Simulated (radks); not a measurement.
Spherical quantum dot in the effective-mass picture: electrons in a hard-walled sphere of radius 6.95, with a point charge +1 (a donor) at the centre, all in effective atomic units (hartree* = m*/eps^2 hartree, bohr* = eps/m* bohr), one dielectric constant everywhere. Method: non-relativistic Kohn-Sham, PBEsol, spin-polarised, spherical densities; computed with a radial shooting solver with Libxc functionals. Levels are named by radial order and angular momentum (1s, 1p, 1d, 2s, ...), and open shells are averaged over m.

N = 6, configuration 1s2 1p(up 3, down 1). This is the lowest configuration that the search found. Occupied levels:

level,occupation,eigenvalue (hartree*),<r> (bohr*)
1s up,1,0.89497,3.109
1s down,1,0.90236,2.640
1p up,3,1.0076,4.506
1p down,1,1.0400,4.470

Energy (hartree*): total 2.14239, kinetic 1.3180, external -2.1137, Hartree 4.0512, exchange-correlation -1.1132.
